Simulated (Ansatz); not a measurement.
CH₉BOSi₂ (`CB(O)[SiH2][SiH3]`), relaxed with RKS PBE0-D4/def2-TZVP in Ansatz 0.2.0 from a PBE-D4/def2-SVP geometry. The force threshold is 0.005 eV/Å; the program also tests the step.

Total charge 0; spin multiplicity 1.

Start:

```xyz
14

C     1.477    1.407    0.585
B     0.696    0.856   -0.665
O     1.332    0.866   -1.876
Si   -1.191    0.077   -0.474
Si   -1.066   -1.934    0.745
H     1.607    0.604    1.344
H     0.890    2.201    1.097
H     2.476    1.813    0.323
H     0.783    0.508   -2.598
H    -1.821   -0.236   -1.816
H    -2.129    1.000    0.265
H    -0.449   -1.671    2.095
H    -0.188   -2.922    0.020
H    -2.416   -2.569    0.956
```

```
step  energy (eV)  largest force (eV/Å)  largest move (Å)
   1  -19654.5107                 0.516             0.000
   2  -19654.5467                 0.149             0.024
   3  -19654.5483                 0.124             0.024
   4  -19654.5497                 0.057             0.013
   5  -19654.5498                 0.041             0.003
   6  -19654.5499                 0.016             0.004
   7  -19654.5500                 0.003             0.008
   8  -19654.5500                 0.008             0.006
   9  -19654.5500                 0.011             0.008
  10  -19654.5500                 0.010             0.015
  11  -19654.5501                 0.005             0.004
```

End:

```xyz
14

C     1.477    1.427    0.574
B     0.696    0.853   -0.652
O     1.314    0.865   -1.861
Si   -1.174    0.059   -0.453
Si   -1.074   -1.953    0.740
H     1.600    0.658    1.345
H     0.909    2.231    1.054
H     2.464    1.809    0.303
H     0.785    0.506   -2.578
H    -1.793   -0.224   -1.786
H    -2.090    0.978    0.283
H    -0.479   -1.716    2.084
H    -0.214   -2.934    0.023
H    -2.421   -2.559    0.924
```

It took 33 s on 4 threads of an Intel Xeon Platinum 8488C on a shared host, with 0.65 GiB of host memory at the peak.
